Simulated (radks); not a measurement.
Values are calculated unless marked as measured or tabulated.
Spherical quantum dot in the effective-mass picture: electrons in a well V = -V0 / (1 + exp((r - R)/a)) with V0 = 29.1, R = 1.86, a = 0.12, all in effective atomic units (hartree* = m*/eps^2 hartree, bohr* = eps/m* bohr), one dielectric constant everywhere. Level of theory: non-relativistic Kohn-Sham, PBE, spin-polarised, spherical densities (a radial shooting solver with Libxc functionals). Levels are named by radial order and angular momentum (1s, 1p, 1d, 2s, ...), and open shells are averaged over m.

N = 5, configuration 1s2 1p(up 3, down 0). This is the lowest configuration that the search found. Occupied and some empty levels:

level,occupation,eigenvalue (hartree*),<r> (bohr*)
1s up,1,-24.028,0.9890
1s down,1,-23.807,0.9761
1p up,3,-22.712,1.133
1p down,0,-22.454,1.131
1d up,0,-20.936,1.232
1d down,0,-20.670,1.233
2s up,0,-19.677,0.9444
2s down,0,-19.555,0.9488
1f up,0,-18.775,1.308
1f down,0,-18.513,1.310

Energy (hartree*): total -125.485, kinetic 10.039, external -142.86, Hartree 10.448, exchange-correlation -3.1114.
